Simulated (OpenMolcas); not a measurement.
**Re3+: moving or changing the point charges**

Re3+ among 2 point charges of -1.5 e arranged as a linear pair (D∞h), 2.02 Å from the ion.
```
   0.0000    0.0000    2.0200  -1.50
   0.0000    0.0000   -2.0200  -1.50
```

| Quantity | Value |
| --- | --- |
| Program | OpenMolcas 26.06 |
| Method | SS-CASPT2, IPEA 0.25 Eh, imaginary shift 0.1 Eh (closed shells correlated: 5s 5p) |
| Basis | ANO-RCC-VDZP [7s6p4d2f1g] |
| Scalar Hamiltonian | DKH2, point nucleus |
| Active space | 4 electrons in 5 orbitals (5d) |
| State averaging | 2S+1 = 5 even, 5 roots; 2S+1 = 3 even, 45 roots; 2S+1 = 1 even, 50 roots |
| Spin-orbit coupling | RASSI with atomic mean-field integrals over the reference wave functions |

Runs around this geometry, states (labels by Λ). Energies in cm-1 above the lowest state or level, χT in cm3 K/mol.

```tsv
R (Å)	q (e)	Ground state	First state of that spin	First gap with spin-orbit (degeneracies)	χT at 300 K	First state of another spin
2.02	-0.75	5Σ	5Π 3330	2120 (1, 2)	0.159	3Φ 15450
1.86	-1.5	5Σ	5Π 79	1610 (1, 2)	0.256	3Π 7860
2.02	-1.5	5Σ	5Π 1430	1720 (1, 2)	0.225	3Π 10580
2.13	-1.5	5Σ	5Π 1920	1810 (1, 2)	0.207	3Π 12020
```

Scaling the charges by -0.75 / -1.5 = 0.50 scales the first state of the same spin by 3330 / 1430 = 2.33; with fixed orbitals a first-order splitting would follow the charge.

Roots that are degenerate in the reference are averaged as groups; the widest CASPT2 spread within a group is 100 cm-1 (the 2-fold group of multiplicity 1 near 27700 cm-1 above the lowest state of its run, R = 2.02, q = -0.75). Shifts and gaps below about the spread of the groups concerned are not significant. Point charges give a weaker field than real ligands, and real ions of this kind are as a rule low spin; the high spin found here belongs to the model. Free-ion shares, where given, are those of the reference states; single-state CASPT2 does not remix them. Spin-orbit coupling mixes the spin-free states strongly: the lowest level takes only 38 % from its leading state, 5Σ (figures for R = 2.02, q = -0.75; the like holds for R = 1.86, q = -1.5, R = 2.02, q = -1.5, R = 2.13, q = -1.5). This shell can be high or low spin here, a state of another spin lies low, and with metal d orbitals alone active their balance is uncertain, so the ground spin may be wrong (holds for R = 1.86, q = -1.5; R = 2.02, q = -1.5; R = 2.13, q = -1.5). This is an electrostatic model: the charges have no orbitals. No measured value stands beside these numbers.
